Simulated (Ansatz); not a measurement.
[Ho(H2O)6]3+ (HoO6H12³⁺). Total charge 3; quintet. Geometry PBE-D4/def2-SVP; atoms count from 1.

```xyz
19

Ho    0.000    0.000    0.001
O    -1.941   -0.979    0.797
H    -2.684   -0.548    1.285
H    -2.219   -1.923    0.730
O     1.940    0.980   -0.795
H     2.217    1.925   -0.728
H     2.684    0.550   -1.282
O     1.053   -0.462    2.010
H     0.677   -0.907    2.807
H     1.984   -0.259    2.271
O    -1.054    0.459   -2.008
H    -1.983    0.249   -2.270
H    -0.681    0.909   -2.803
O    -0.692    2.048    0.829
H    -1.224    2.741    0.370
H    -0.522    2.433    1.722
O     0.693   -2.046   -0.832
H     0.521   -2.429   -1.725
H     1.230   -2.739   -0.377
```

In the def2 sets Ho takes a core potential; there is no spin–orbit coupling. With an open 4f shell the SCF may have ended on a state above the lowest. No other spin state of charge 3 was run.

**Question.** Estimate the Mulliken populations from the PBE0/def2-TZVP orbitals of Ansatz.

**Answer.** 
```tsv
atom	charge (e)	spin (α − β)	d electrons
Ho1	1.88	4.00	10.63
O2	-0.69	0.00	–
H3	0.44	0.00	–
H4	0.44	0.00	–
O5	-0.69	0.00	–
H6	0.44	0.00	–
H7	0.44	0.00	–
O8	-0.69	0.00	–
H9	0.44	0.00	–
H10	0.44	0.00	–
O11	-0.69	0.00	–
H12	0.44	0.00	–
H13	0.44	0.00	–
O14	-0.69	0.00	–
H15	0.44	0.00	–
H16	0.44	0.00	–
O17	-0.69	0.00	–
H18	0.44	0.00	–
H19	0.44	0.00	–
```
Mulliken values and Mayer orders depend strongly on the basis.

**Question.** Where does the spin sit?

**Answer.** Summed by element: Ho 4.00, O 0.00, H 0.00, of 4 unpaired in all. Largest on single atoms: Ho1 4.00, O11 0.00, O2 0.00.

**Question.** And the Mayer bond orders between bonded heavy atoms (over 0.3)?

**Answer.** Ho1–O2 0.32 (2.31 Å); Ho1–O5 0.32 (2.31 Å); Ho1–O8 0.32 (2.31 Å); Ho1–O11 0.32 (2.31 Å); Ho1–O14 0.32 (2.31 Å); Ho1–O17 0.32 (2.31 Å).
